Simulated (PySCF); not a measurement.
C2H10Si4: full NMR table

```yaml
Formula: C2H10Si4
SMILES: C#C[SiH2][SiH]([SiH3])[SiH3]
Point_group_of_the_computed_structure: C1
Degrees_of_unsaturation: 2
Carbon_signals: 2
Proton_signals: 4
```

Atom-mapped SMILES (the numbers label the heavy atoms): `[CH:1]#[C:2][SiH2:3][SiH:4]([SiH3:5])[SiH3:6]`. Each H is labelled by its parent atom.

Level of theory: shieldings: GIAO PBE0/pcSseg-1, GFN2-xTB structure, in PySCF (no solvent model, non-relativistic, one computed conformer, fast rotation and ring inversion assumed for equivalent nuclei).

Referencing at the same level of theory: $^{1}$H (σref 31.72), $^{13}$C (σref 186.93), $^{29}$Si (σref 349.16) against TMS.

```tsv
carbon	δC, type	δH (multiplicity)	HMBC from (2–3 bonds)	span of the C tensor (ppm)
C1	106.6, CH	1.95 (t)	H(Si3)	251
C2	84.7, C	–	H(Si3), H(Si4), H(C1)	283
```

Other nuclei:
```tsv
atoms	nucleus	environment	δ (ppm)	σ (ppm)
H(Si3)	$^{1}$H	hydrogen on a silicon bonded to C, Si	4.53	27.19
H(Si5)/H(Si6)	$^{1}$H	hydrogen on a silicon bonded to Si	3.65	28.07
H(Si4)	$^{1}$H	hydrogen on a silicon bonded to 3 Si	3.16	28.56
Si3	$^{29}$Si	silicon bonded to C, Si, 2 H	-90.6	439.8
Si5/Si6	$^{29}$Si	silicon bonded to Si, 3 H	-110.7	459.9
Si4	$^{29}$Si	silicon bonded to 3 Si, H	-153.0	502.2
```

- Carbon types of the structure: 1 × C, 1 × CH, leaving 9 H on heteroatoms.
- δC 106.6: terminal alkyne carbon.
- δC 84.7: alkyne carbon; sp carbons lie upfield of alkene carbons because the cylindrical π system leaves one tensor component strongly shielded.
- δH 4.53: hydrogen on a silicon bonded to C, Si.
- δH 3.16: hydrogen on a silicon bonded to 3 Si.
- δH 1.95: hydrogen on a terminal alkyne carbon; it lies on the axis of the triple bond, in its shielding cone.

Shifts are as computed. Against solution values, carbons near 30 ppm lie about +3 ppm off and those near 130 ppm about +5 ppm. Of 1211 compounds with measured shifts, 218 miss one by over three times the rms of a fit or turn the order of signals round; such compounds aren't used in these exercises. No couplings were computed; multiplicities are counted from neighbouring protons, with m where these are inequivalent, close in shift, in a saturated or five-membered ring or joined by F or P, and br s for small geminal =CH2 splittings.
